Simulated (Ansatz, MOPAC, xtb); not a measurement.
Complex: HCl (SMILES Cl) (first 2 atoms) with H2 (SMILES [H][H]); geometry from B3LYP-D3(BJ)/def2-TZVP.
(charge 0, multiplicity 1):
```xyz
4

Cl    -0.11796    -0.58843    -0.72129
H     -0.07379    -0.40224     0.54699
H     -0.35293     0.02696     2.80098
H      0.36558    -0.16997     2.80402
```

Monomers are frozen at their geometry in the pair; levels with a basis set take the counterpoise correction.

The state that PM3 reach isn't checked.

Programs: Ansatz (a program for electronic structure); MOPAC for PM3 (differences of heats of formation); xtb for the GFN methods. Each number belongs to the level named beside it.

Task: Give the interaction energy at the level GFN-FF.

Result: 0.2 kcal/mol

Task: Give the interaction energy at the level PM3.

Result: -1.3 kcal/mol

Task: What is the computed interaction energy (PBE0/def2-TZVPPD)?

Result: -0.6 kcal/mol
